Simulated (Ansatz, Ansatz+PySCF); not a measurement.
```xyz
2

O     0.0000    0.0000    0.0000
S     0.5434    0.7245    1.5687
```

Basis set: STO-3G (spherical functions). Left uncorrelated: 6 orbitals. Charge 0, multiplicity 1.

Computed with Ansatz (development build ahead of 0.2.0); the reference of a correlated method needn't be the lowest determinant of its kind. Restricted open shells among the atoms or ions are ROHF, correlated in semicanonical orbitals with singles.

(1) Give the atomization energy at this shape (free ground-state atoms in the same class of orbitals less the molecule, no zero-point energy) of singlet SO by UHF-CCSD(T), RHF-CCSD(T).

Answers

(1)

| method | atomization energy |
| --- | --- |
| UHF-CCSD(T) | 59.62 kcal/mol |
| RHF-CCSD(T) | 50.40 kcal/mol |

Caution: another spin multiplicity may lie lower; large amplitudes, a single reference is doubtful; the program doubts this total; the reference determinant was not shown to be the lowest. Caution for UHF-CCSD(T): a plain start can end on a higher determinant; the unrestricted determinant is a mixture of spin states. Caution for RHF-CCSD(T): an unrestricted determinant lies well below.

This basis has no polarisation functions and is too small for such energies, which can lie far from measured ones in either direction.
